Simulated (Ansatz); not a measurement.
The O2–H3 bond of HNaO (SMILES [OH][Na]) is stretched (multiplicity 1, the rest rigid).
Geometry at rest (charge 0, multiplicity 1):
```tsv
atom	x (Å)	y (Å)	z (Å)
Na	0.0000	0.0000	-0.9173
O	0.0000	0.0000	1.0151
H	0.0000	0.0000	1.9693
```

Frozen-core correlation.

Programs: Ansatz (Gaussian orbitals). Values without a source in brackets are computed.

Energies above the point at 0.954 Å (the B3LYP-D3(BJ) bond length), FCI/6-31G (kcal/mol): 9.27 at 0.859 Å; 2.66 at 1.050 Å; 102.21 at 3.054 Å.

Task: Take the last value as the depth D of a Morse curve D(1 − e^(−a(R − R₀)))², fit a and R₀ to the two near points, and test it at 1.288 and 1.670 Å.

Result: 
With D = 102.2, both near points (counted from the curve's value at 0.954 Å) are met by a = 2.35 Å⁻¹ and R₀ = 0.972 Å, so k = 2Da² = 1129 kcal/(mol Å²). The curve then gives 28.0 and 66.2 kcal/mol; the level itself gives 27.8 and 68.5, so Morse is off by 0.2 and -2.2.

Ansatz is an electronic-structure program.
